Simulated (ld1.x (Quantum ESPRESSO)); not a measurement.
# Dy (Z = 66): RRKJ pseudisation with LDA (PZ), scalar-relativistic reference atom.

```
Element                 : dysprosium (Dy)
Generator               : ld1.x (Quantum ESPRESSO) 7.5
Type                    : norm-conserving RRKJ (Kleinman–Bylander form)
Functional              : LDA (PZ)
Relativity              : scalar-relativistic
Frozen core             : [Kr] 4d10 4f9
Valence charge          : 11
Reference configuration : 5s2 5p6 5d1 6s1.5 6p0.5
Partial waves           : 5p (bound): rc 2.10 bohr; 5d (bound): rc 2.30 bohr; 5s (bound): rc 2.00 bohr
Local potential         : the s channel
Core correction         : none
```

Occupied shells without a wave of their own: 6p, 6s. They enter only through the test configuration that unscreens the potential.

- Cutoffs needed: 35 Ry and 50 Ry (the cutoffs (Ry, on a coarse ladder) from which the occupation-weighted sum of valence levels, in a spherical-Bessel basis at the reference potential, stays within 10 and 1 mRy of its value at 400 Ry)
- Ghost test: no extra level below or beside the all-electron valence levels (p, d, s, f tested) (spherical-Bessel basis up to 400 Ry, 20 bohr box)
- Largest excitation error: -2362 meV (all-electron minus pseudo) for 5s2 5p6 5d1 6s0 6p0, out of 7 test configurations
